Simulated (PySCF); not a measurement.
# Structure revision by computed shifts

A compound C6H4N2 gives the data below (simulated from a calculation) and was assigned the structure `N#Cc1ccccn1`.

13C{1H} NMR (computed): δ 156.6 (CH, 2C), 131.3 (CH, 2C), 125.3 (C), 122.9 (C).

1H NMR (600 MHz, computed): δ 8.98 (dd, J = 5.7, 1.0 Hz, 2H), 7.42 (dd, J = 5.7, 1.0 Hz, 2H).

- NMR shieldings at PBE0/pcSseg-1/GIAO
- PBE0-D3(BJ)/def2-SVP geometry
- B3LYP/pcJ-1 coupling constants (spin–dipole term only in couplings to heteroatoms)
- program: PySCF
- one computed conformer, in vacuum, one averaged value for each set of equivalent atoms, relativity neglected

Referencing at the same level of theory: TMS for 1H (σref 31.27), 13C (σref 184.41).

Question: Compare with the shifts computed for the proposed structure, pairing carbons in order of shift.

Answer: Atoms are numbered as in `[N:1]#[C:2][c:3]1[cH:4][cH:5][cH:6][cH:7][n:8]1`; H(Xn) means a hydrogen on atom n.

```
atom  computed for proposal  given list  difference
  C7                  156.2       156.6        -0.4
  C5                  141.8       156.6       -14.8
  C3                  139.7       131.3        +8.4
  C4                  135.2       131.3        +3.9
  C6                  130.7       125.3        +5.4
  C2                  122.8       122.9        -0.1
```

The rms difference is 7.5 ppm and the largest -14.8 ppm at C5 (aromatic CH). The proposal also would give 6 carbon signals, not 4. The carbon types in order of shift don't match either: CH, CH, C, CH, CH, C for the proposal against CH, CH, CH, CH, C, C in the data. The proposal doesn't fit.

Question: Which isomer fits?

Answer: SMILES C1=CN=CC=C1C#N.

1. Carbon types of the structure: 2 × C, 4 × CH, which accounts for all hydrogens.
2. δC 156.6: aromatic CH next to a ring nitrogen; the adjacent pyridine-type nitrogen withdraws density from it.
3. δC 131.3: aromatic CH; the aromatic region.
4. δC 122.9: nitrile carbon; typical of a nitrile.
5. δH 8.98: hydrogen on an aromatic CH next to a ring nitrogen; ring current plus the neighbouring ring nitrogen.
6. The protons at 7.42 and 8.98 share a coupling of 5.7 Hz (vicinal, an ortho-type coupling).

This is the structure that produced the data.

Multiplet labels drop couplings under 1 Hz and merge nearly equal ones. Couplings among chemically equivalent protons are left out too, so labels in AA′BB′ or AA′XX′ sets are apparent multiplicities. Unscaled 3J(H,H) at this level run about 10 % above measured values. Shifts are as computed. Against solution values, carbons near 30 ppm lie about +2 ppm off and those near 130 ppm about +5 ppm. Of 1211 compounds with measured shifts, 218 miss one by over three times the rms of a fit or turn the order of signals round; such compounds aren't used in these exercises.
